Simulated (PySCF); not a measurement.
```xyz
29

C      6.7779    -0.2178    -0.6499
Ge     5.3085    -0.0133     0.6283
Ge     3.1750     0.3061    -0.4834
Ge     1.3449     0.4311     1.1043
Ge    -0.7785     0.9145     0.0345
Ge    -2.6065     0.9395     1.6298
Ge    -4.7137     1.5854     0.6159
Ge    -6.5174     1.6221     2.2391
C     -8.2170     2.1684     1.4345
H      6.6044    -1.0913    -1.2940
H      7.7277    -0.3579    -0.1136
H      6.8597     0.6761    -1.2842
H      5.5716     1.2023     1.5429
H      5.2142    -1.2663     1.5253
H      3.2022     1.6050    -1.3183
H      2.9019    -0.8590    -1.4597
H      1.6386     1.5322     2.1455
H      1.2369    -0.9075     1.8651
H     -0.6913     2.2867    -0.6662
H     -1.0628    -0.1450    -1.0509
H     -2.7434    -0.4636     2.2585
H     -2.2664     1.9249     2.7683
H     -5.0417     0.5969    -0.5244
H     -4.5479     2.9816    -0.0232
H     -6.6551     0.2126     2.8536
H     -6.1362     2.5961     3.3746
H     -8.1300     3.1771     1.0068
H     -9.0102     2.1754     2.1962
H     -8.5025     1.4708     0.6345
```

Charge 0, multiplicity 1.

Question: Give the Mulliken and meta-Löwdin atomic charges from PBE-D3(BJ)/def2-TZVP // PBE0-D3(BJ)/def2-SVP (PySCF).

Answer: 
```tsv
atom	Mulliken (e)	meta-Löwdin (e)
C1	-0.45	-0.53
Ge2	0.08	0.27
Ge3	-0.06	0.03
Ge4	-0.02	0.05
Ge5	-0.02	0.05
Ge6	-0.02	0.05
Ge7	-0.06	0.03
Ge8	0.08	0.27
C9	-0.45	-0.53
H10	0.14	0.13
H11	0.14	0.13
H12	0.14	0.13
H13	0.00	-0.05
H14	0.00	-0.05
H15	0.01	-0.03
H16	0.01	-0.03
H17	0.01	-0.03
H18	0.01	-0.03
H19	0.01	-0.03
H20	0.01	-0.03
H21	0.01	-0.03
H22	0.01	-0.03
H23	0.01	-0.03
H24	0.01	-0.03
H25	0.00	-0.05
H26	0.00	-0.05
H27	0.14	0.13
H28	0.14	0.13
H29	0.14	0.13
```
